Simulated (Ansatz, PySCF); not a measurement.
System: HO2 (charge -1, singlet). 
Coordinates optimised at B3LYP-D3(BJ)/def2-TZVP (Ansatz, a first-principles code):
```
O
H 1 0.9626
O 1 1.5224 2 98.36
```
Charge -1, spin multiplicity 1.

Total electronic energies in hartree. Valence correlation only, unless marked. No spin-orbit coupling. No relativistic terms. CBS(X,Y): correlation extrapolated as X^-3; Hartree-Fock from the larger set. [CCSD(T)-MP2]/basis is that difference in the basis named.

```tsv
level	program	energy (Eh)
HF/cc-pVTZ	Ansatz	-150.20073
HF/def2-TZVPP	Ansatz	-150.21540
HF/aug-cc-pVQZ	Ansatz	-150.22689
RI-HF/aug-cc-pVTZ	Ansatz	-150.21766
BLYP-D3(BJ)/def2-TZVPD	Ansatz + dftd3	-151.00621
revPBE-D3(BJ)/def2-TZVPD	Ansatz + dftd3	-150.97364
TPSS-D4/def2-TZVPD	PySCF + dftd4	-151.02927
r2SCAN-D3(BJ)/def2-TZVPD	Ansatz + dftd3	-150.93214
B3LYP/def2-TZVPD	Ansatz	-151.01432
PBE0-D4/def2-TZVP	Ansatz + dftd4	-150.82923
PBE0-D4/def2-TZVPD	Ansatz + dftd4	-150.84453
PBE0/def2-TZVP	Ansatz	-150.82866
CAM-B3LYP/def2-TZVPD	Ansatz	-150.96483
RPA@PBE/cc-pVTZ	Ansatz	-150.92883
MP2/def2-QZVPPD	Ansatz	-150.77607
CCSD/cc-pwCVTZ	Ansatz	-150.71080
CCSD/def2-TZVPPD	Ansatz	-150.73517
CCSD(T)/6-31G*	Ansatz	-150.50848
CCSD(T)/cc-pVTZ	Ansatz	-150.72036
CCSD(T) with core electrons/cc-pwCVTZ	Ansatz	-150.83629
CCSDT(Q)/cc-pVDZ	Ansatz	-150.53656
RI-MP2/CBS(def2-TZVPPD,def2-QZVPPD)+[CCSD(T)-MP2]/def2-QZVPPD	Ansatz	-150.8260
CCSD(T)/CBS(aug-cc-pVTZ,aug-cc-pVQZ)	Ansatz	-150.8254
```

Totals of different functionals don't rank their quality; only differences between species are comparable.
